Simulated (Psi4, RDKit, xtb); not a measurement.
Internal rotation in C9H12O, SMILES CC(C)c1ccccc1O. Scanned: dihedral C1–C2–C4–C5; all other coordinates were relaxed at GFN2-xTB. Heavy atoms are numbered in the order of the SMILES CC(C)c1ccccc1O, hydrogens after them in the order of the atoms that carry them; the mirror image has the same energies with the sign of each dihedral reversed. Each profile is relative to its own lowest point.

```
φ / °    A    B    C
-----  ---  ---  ---
-165   4.3  6.3  6.3
-150   4.5  5.2  6.6
-135   3.1  2.7  5.0
-120   1.3  0.7  2.6
-105   0.5  0.0  1.0
-90    0.4  0.3  0.4
-75    0.2  0.6  0.1
-60    0.1  0.6  0.0
-45    0.3  0.5  0.2
-30    0.4  0.2  0.5
-15    0.6  0.2  1.3
0      1.6  1.3  3.0
15     3.4  3.4  5.4
30     4.6  5.8  6.8
45     4.1  6.1  6.0
60     3.0  4.8  4.3
75     2.1  3.5  2.9
90     1.4  2.1  2.0
105    0.4  0.8  1.3
120    0.0  0.5  1.2
135    0.7  1.3  1.7
150    1.6  2.7  2.5
165    2.3  4.1  3.5
180    3.2  5.4  4.9
```

Energies in kcal/mol.

Which curve belongs to which method? The methods are GFN1-xTB // GFN2-xTB in xtb; MMFF94 // GFN2-xTB (RDKit); Psi4 with PBE/def2-SVP // GFN2-xTB.

A is GFN1-xTB; B is PBE/def2-SVP; C is MMFF94.
